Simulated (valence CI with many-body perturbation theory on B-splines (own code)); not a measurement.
# Energy levels of Fe XIII

Computed by relativistic CI+MBPT: four valence electrons over a frozen Dirac-Fock core [Ne], radial functions for each j: 11 s, 11 p, 10 d, 8 f, 5 g, 2 h, with the one-electron correlation potential Σ1 (screened to all orders), the two-electron term Σ2, the three-electron term Σ3, Breit, model QED; selected single and double excitations, second order for the rest, scaled by the run's own slope (own B-spline code, finite nucleus).

No measured spectrum was set against this ion. As an estimate, levels of excited configurations hold to 0.05 to 0.15 % of their energy, terms of the ground configuration to about 0.5 %. Among the levels kept, up to 530 cm⁻¹ of a level comes from second order outside the variational space, and about a tenth of that is noise between levels of different J, which matters for small intervals.

Levels 91 to 135 of 171, with energies above the lowest level, 3s2.3p2 3P_0. "Leading %" is the weight of the configuration and term that name the level; weights of strongly mixed levels are sums over their largest components and can fall short. In the jj column 3d3/2^4 stands for four electrons in 3d with j = 3/2.

```tsv
No.	Configuration	Term	J	E (cm⁻¹)	Leading %	Leading jj	g	Second component
91	3s.3p2.3d	1D	2	957410	74	3s 3p3/2^2 3d5/2 (29 %)	0.944	12 % 3s2.3d2 3F
92	3s2.3d2	1G	4	983650	81	3s^2 3d3/2 3d5/2 (64 %)	0.999	15 % 3s.3p2.3d 1G
93	3s2.3d2	3P	0	983700	78	3s^2 3d3/2^2 (48 %)		17 % 3s.3p2.3d 3P
94	3s2.3d2	3P	1	984370	78	3s^2 3d3/2 3d5/2 (78 %)	1.500	17 % 3s.3p2.3d 3P
95	3s2.3d2	3P	2	985340	74	3s^2 3d3/2 3d5/2 (47 %)	1.481	17 % 3s.3p2.3d 3P
96	3s2.3d2	1D	2	991030	63	3s^2 3d5/2^2 (45 %)	1.018	25 % 3s.3p2.3d 1D
97	3p3.3d	1S°	0	991110	73	3p1/2 3p3/2^2 3d5/2 (42 %)		26 % 3s.3p.3d2 1S°
98	3p3.3d	3F°	2	995870	65	3p1/2^2 3p3/2 3d3/2 (40 %)	0.743	17 % 3s.3p.3d2 3F°
99	3p3.3d	3F°	3	999020	57	3p1/2^2 3p3/2 3d5/2 (23 %)	1.159	10 % 3s.3p.3d2 3F°
100	3p3.3d	3F°	4	1004200	60	3p1/2 3p3/2^2 3d5/2 (60 %)	1.298	20 % 3p3.3d 5D°
101	3p3.3d	3D°	2	1005400	65	3p1/2 3p3/2^2 3d3/2 (59 %)	1.118	9 % 3p3.3d 3F°
102	3p3.3d	3D°	3	1006300	56	3p1/2 3p3/2^2 3d3/2 (42 %)	1.288	16 % 3p3.3d 3F°
103	3p3.3d	3D°	1	1006600	75	3p1/2 3p3/2^2 3d3/2 (51 %)	0.555	13 % 3s.3p.3d2 3D°
104	3p3.3d	5D°	0	1008000	97	3p1/2 3p3/2^2 3d3/2 (57 %)		
105	3p3.3d	5D°	1	1008300	92	3p1/2^2 3p3/2 3d3/2 (33 %)	1.443	
106	3p3.3d	5D°	2	1009300	91	3p1/2 3p3/2^2 3d3/2 (37 %)	1.471	4 % 3p3.3d 3D°
107	3p3.3d	5D°	3	1011300	81	3p1/2 3p3/2^2 3d5/2 (62 %)	1.462	12 % 3p3.3d 3D°
108	3p3.3d	5D°	4	1012200	76	3p1/2 3p3/2^2 3d5/2 (46 %)	1.443	17 % 3p3.3d 3F°
109	3p3.3d	3G°	3	1027400	73	3p1/2 3p3/2^2 3d3/2 (31 %)	0.759	22 % 3s.3p.3d2 3G°
110	3p3.3d	3G°	4	1029400	73	3p1/2 3p3/2^2 3d3/2 (32 %)	1.057	22 % 3s.3p.3d2 3G°
111	3p3.3d	3G°	5	1031900	76	3p1/2 3p3/2^2 3d5/2 (76 %)	1.200	22 % 3s.3p.3d2 3G°
112	3p3.3d	1D°	2	1051500	67	3p1/2 3p3/2^2 3d5/2 (25 %)	1.005	24 % 3s.3p.3d2 1D°
113	3s2.3d2	1S	0	1056500	78	3s^2 3d5/2^2 (49 %)		15 % 3s.3p2.3d 1S
114	3p3.3d	1G°	4	1057600	87	3p1/2 3p3/2^2 3d3/2 (40 %)	1.012	7 % 3s.3p.3d2 1G°
115	3s.3p.3d2	5G°	2	1072200	98	3s 3p1/2 3d3/2^2 (54 %)	0.336	
116	3p3.3d	1P°	1	1074300	43	3p1/2^2 3p3/2 3d3/2 (40 %)	0.845	31 % 3p3.3d 3D°
117	3s.3p.3d2	5G°	3	1074900	98	3s 3p1/2 3d3/2 3d5/2 (47 %)	0.918	
118	3s.3p.3d2	5G°	4	1078700	98	3s 3p1/2 3d3/2 3d5/2 (42 %)	1.151	
119	3p3.3d	3P°	1	1079300	35	3p1/2^2 3p3/2 3d5/2 (41 %)	1.329	13 % 3p3.3d 3S°
120	3p3.3d	3P°	0	1080300	75	3p1/2^2 3p3/2 3d3/2 (36 %)		16 % 3s.3p.3d2 3P°
121	3s.3p.3d2	5G°	5	1083700	99	3s 3p3/2 3d3/2 3d5/2 (54 %)	1.267	
122	3p3.3d	3D°	2	1084100	43	3p1/2 3p3/2^2 3d5/2 (41 %)	1.290	25 % 3p3.3d 3P°
123	3p3.3d	1P°	1	1085400	27	3p1/2 3p3/2^2 3d5/2 (55 %)	1.364	26 % 3p3.3d 3S°
124	3p3.3d	3P°	1	1088400	46	3p1/2 3p3/2^2 3d3/2 (55 %)	1.460	10 % 3p3.3d 3S°
125	3p3.3d	3P°	2	1089700	52	3p1/2 3p3/2^2 3d5/2 (45 %)	1.383	16 % 3p3.3d 3D°
126	3s.3p.3d2	5G°	6	1090000	100	3s 3p3/2 3d5/2^2 (79 %)	1.333	
127	3p3.3d	3F°	3	1092600	52	3p1/2 3p3/2^2 3d5/2 (50 %)	1.160	19 % 3p3.3d 3D°
128	3p3.3d	3D°	3	1093100	41	3p3/2^3 3d5/2 (30 %)	1.248	21 % 3p3.3d 3F°
129	3p3.3d	3F°	2	1093200	78	3p1/2 3p3/2^2 3d3/2 (56 %)	0.671	15 % 3s.3p.3d2 3F°
130	3p3.3d	3F°	4	1095100	75	3p3/2^3 3d5/2 (54 %)	1.239	10 % 3s.3p.3d2 3F°
131	3p3.3d	3P°	2	1096600	73	3p3/2^3 3d5/2 (36 %)	1.479	15 % 3s.3p.3d2 3P°
132	3p3.3d	3P°	1	1101600	64	3p3/2^3 3d3/2 (30 %)	1.500	10 % 3s.3p.3d2 3P°
133	3p3.3d	3P°	0	1102200	78	3p3/2^3 3d3/2 (58 %)		16 % 3s.3p.3d2 3P°
134	3s.3p.3d2	5D°	0	1122100	99	3s 3p1/2 3d3/2^2 (30 %)		
135	3s.3p.3d2	5D°	1	1122600	92	3s 3p1/2 3d3/2 3d5/2 (49 %)	1.432	5 % 3s.3p.3d2 5F°
```

Names give the largest LS component (configuration and term), which can be under half, so a name can repeat, a term be missing and a line seem to break the LS rules; names also repeat where a configuration has a term twice.

Where two levels of one J and parity lie close, their mixing, g and order are uncertain.
